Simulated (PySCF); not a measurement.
# Towards the basis-set limit for RuH

State: ⁴Σ⁻, quartet, unpaired electrons σ ↑, δ ↑↑. De refers to H + Ru (4d7 5s1). ROHF-based CCSD(T) in PySCF 2.14 with H cc-pVTZ, Ru cc-pVTZ-PP with ECP28 and H cc-pVQZ, Ru cc-pVQZ-PP with ECP28 (frozen core orbitals: 4; scalar-relativistic core potentials). Correlation energies are extrapolated as n⁻³ (n = 3, 4), Hartree–Fock as (n+1)·exp(−9√n).

```tsv
Level	Re (Å)	ωe (cm⁻¹)	ωexe (cm⁻¹)	αe (cm⁻¹)	De (eV)
CCSD(T)/TZ	1.5881	1938.7	35.6	0.201	2.653
CCSD(T)/QZ	1.5833	1955.8	38.8	0.211	2.708
HF/CBS	1.6688	1647.6	n/a	0.180	1.054
MP2/CBS	1.5405	2102.0	n/a	0.229	2.533
CCSD/CBS	1.5862	1937.0	37.9	0.211	2.596
CCSD(T)/CBS	1.5812	1961.3	39.1	0.212	2.735
```

**Question.** How much is left between CCSD(T)/QZ and the basis-set limit, and how much do the triples give at the limit?

**Answer.** CCSD(T)/CBS less CCSD(T)/QZ: -2.1 mÅ in Re, +5.5 cm⁻¹ in ωe and +0.027 eV in De. CCSD(T)/CBS less CCSD/CBS: -5.0 mÅ in Re, +24.3 cm⁻¹ in ωe and +0.139 eV in De.

The T1 diagnostic is 0.045, large enough to doubt a single reference. The state was picked by a PBE0 search and need not be the measured ground state. Spin–orbit coupling, excitations beyond (T) and corrections to the Born–Oppenheimer picture are left out.

The whole job (state search and all basis sets along the bond) took about 39 min on 4 threads of Arm Neoverse V2 (shared host), peak memory 13 GiB.
